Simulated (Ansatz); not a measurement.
Program: Ansatz. Geometries: PBE0-D4/def2-TZVP. ΔE: electronic, gas phase. CCSD(T)/CBS adds triple-zeta CCSD(T) − MP2 to the extrapolated MP2 energy (def2 sets, frozen cores). DFT in def2-TZVPP. For Ge outer-core shells are correlated without core-valence functions, which leaves a few kJ/mol of doubt a bond. Scalar relativity is left out up to krypton. Each species was taken in one conformer, which may not be the lowest.

`[BH2][GeH]([CH3])[SiH3]` + `Cl[SiH2]N[SiH2]Cl` → `[SiH3]N([SiH2]Cl)[SiH2]Cl` + `[BH2][GeH2][CH3]`  (cleavage of the Si–Ge bond)

`[BH2][GeH]([CH3])[SiH3]`:

```xyz
13

B    -0.600   -1.307   -1.580
Ge    0.373   -0.556    0.049
C    -0.641   -0.596    1.732
Si    0.786    1.736   -0.527
H    -1.795   -1.303   -1.634
H     0.008   -1.679   -2.538
H     1.764   -1.190    0.268
H    -0.101   -0.066    2.517
H    -1.613   -0.123    1.591
H    -0.797   -1.627    2.051
H     1.474    2.420    0.602
H    -0.496    2.446   -0.789
H     1.639    1.843   -1.741
```

`Cl[SiH2]N[SiH2]Cl`:

```xyz
10

Cl   -0.597    1.719   -2.437
Si   -0.425    1.425   -0.407
N     0.631    0.128   -0.027
Si    0.199   -1.471    0.416
Cl    0.312   -1.773    2.450
H     0.099    2.693    0.145
H    -1.767    1.083    0.106
H     1.621    0.329   -0.068
H     1.132   -2.442   -0.193
H    -1.206   -1.690    0.015
```

`[SiH3]N([SiH2]Cl)[SiH2]Cl`:

```xyz
13

Si   -0.808    0.215   -1.522
N     0.006    0.007    0.011
Si    0.582    1.327    0.965
Cl    0.102    3.044   -0.068
Si    0.196   -1.634    0.507
Cl    1.173   -1.616    2.321
H    -2.081    0.961   -1.384
H     0.059    0.863   -2.533
H    -1.109   -1.177   -1.964
H     2.051    1.312    1.118
H    -0.094    1.410    2.277
H     1.031   -2.406   -0.440
H    -1.107   -2.305    0.712
```

`[BH2][GeH2][CH3]`:

Cartesian coordinates in Å:
```
B -1.826 0.535 0.168
Ge -0.165 -0.504 -0.462
C 1.530 0.090 0.317
H -1.763 1.408 0.984
H -2.902 0.268 -0.280
H -0.073 -0.421 -2.004
H -0.375 -2.001 -0.131
H 1.716 1.135 0.064
H 2.359 -0.511 -0.058
H 1.498 0.000 1.403
```

CCSD(T)/CBS gives -22.9 kJ/mol.

Task: Another level gave -11.1 kJ/mol. Which?
A. SCS-MP2/def2-TZVPP
B. B2PLYP/def2-TZVPP
C. PBE0-D4/def2-TZVPP
D. ωB97X-V/def2-TZVPP

Result: C. PBE0-D4 -11.1, ωB97X-V -23.2, B2PLYP -16.2, SCS-MP2/def2-TZVPP -29.5 kJ/mol.

Largest T1 diagnostic among the species: 0.012.

From PBE to PBE0 (25 % exact exchange), in def2-TZVPP and without D4, ΔE moves by −8.8 kJ/mol. The D4 term adds −12.2 kJ/mol with B3LYP and −6.2 kJ/mol with PBE0; it sums over pairs of atoms, weighted by their polarisabilities, and B3LYP, whose exchange is more repulsive, gets the larger term.

CCSD(T)/CBS has its own doubt, a few kJ/mol and more with outer-core shells, so smaller differences from it don't rank the levels.

B3LYP here is the variant with VWN-RPA as its local correlation; programs differ in this.
